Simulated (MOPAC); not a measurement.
MOPAC input (MNDO):

```
MNDO 1SCF GEO-OK AUX(PRECISION=9) THREADS=1
BI

B    -0.00000000 1   -0.00000000 1   -1.95743500 1
I     0.00000000 1    0.00000000 1    0.18466400 1
```

From the output:

```
                                                       MOPAC v23.2.5 Linux

          FINAL HEAT OF FORMATION =         62.94750 KCAL/MOL =     263.37233 KJ/MOL

          COSMO AREA              =         89.26 SQUARE ANGSTROMS
          COSMO VOLUME            =         74.65 CUBIC ANGSTROMS

          IONIZATION POTENTIAL    =         10.199801 EV
          HOMO LUMO ENERGIES (EV) =        -10.200  0.505
          NO. OF FILLED LEVELS    =          5
          MOLECULAR WEIGHT        =        137.7145         POINT GROUP:  C*v

          MOLECULAR DIMENSIONS (Angstroms)

            Atom       Atom       Distance
            I     2    B     1     2.14210
            I     2    B     1     0.00000
            B     1    I     2     0.00000

          SCF CALCULATIONS        =          1

   ATOM   CHEMICAL          X               Y               Z
  NUMBER   SYMBOL      (ANGSTROMS)     (ANGSTROMS)     (ANGSTROMS)

     1       B         -0.00000000  *  -0.00000000  *  -1.95743500  *
     2       I          0.00000000  *   0.00000000  *   0.18466400  *

                             CARTESIAN COORDINATES

   1    B       -0.000000000    -0.000000000    -1.957435000
   2    I        0.000000000     0.000000000     0.184664000

           Empirical Formula: B I  =     2 atoms

      MOLECULAR POINT GROUP   :   C*v

                  EIGENVALUES
 -25.89832 -17.37317 -10.25955 -10.25955 -10.19980   0.50528   0.50528   1.87936

              NET ATOMIC CHARGES AND DIPOLE CONTRIBUTIONS

  ATOM NO.   TYPE          CHARGE      No. of ELECS.   s-Pop       p-Pop
    1          B           0.309439        2.6906     1.97182     0.71874
    2          I          -0.309439        7.3094     1.96836     5.34108
 DIPOLE           X         Y         Z       TOTAL
 POINT-CHG.     0.000     0.000    -3.184     3.184
 HYBRID        -0.000    -0.000     0.101     0.101
 SUM           -0.000    -0.000    -3.083     3.083

          ATOMIC ORBITAL ELECTRON POPULATIONS

     Atom    s        px        py        pz
    1  B   1.97182   0.09200   0.09200   0.53474
    2  I   1.96836   1.90800   1.90800   1.52508

 **********************
 *                    *
 * JOB ENDED NORMALLY *
 *                    *
 **********************

 == MOPAC DONE ==
```

The geometry given is a B3LYP-D3(BJ)/def2-TZVP minimum.
